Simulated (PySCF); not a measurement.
Ionisation energy of Ti⁸⁺ by level of theory

Ti⁸⁺ [Ne] 3s2 3p2 (3P) → Ti⁹⁺ [Ne] 3s2 3p1 (2P), as a difference of total energies. Computed with PySCF 2.14 in an uncontracted even-tempered set (18 s from 0.32 bohr⁻², ratio 2.5; 12 p from 0.42 bohr⁻², ratio 2.5; 5 d from 2.8 bohr⁻², ratio 2.7; 5 f from 4.2 bohr⁻², ratio 2.7), with the non-relativistic Hamiltonian (point nucleus). Correlated levels: outer shells: 1s2 frozen; virtual orbitals above 40 to 60 times the deepest correlated orbital energy dropped. The calculations carry no spin-orbit coupling.

```tsv
method	ionisation energy (eV)
UHF	191.14
MP2 (outer shells)	191.71
SCS-MP2 (outer shells)	191.57
CCSD (outer shells)	191.67
CCSD(T) (outer shells)	191.68
```

Q: How much does correlation contribute at CCSD(T) (outer shells)?

A: 191.68 − (191.14) = 0.54 eV, measured against UHF.

A first-order spin-orbit estimate (lowest level to lowest level, LS coupling) adds -0.033 eV.

These non-relativistic numbers lack the scalar-relativistic shift.

For comparison: 192.1 ± 0.4 eV (semi-empirical (NIST evaluation); NIST Atomic Spectra Database, ionization energies).
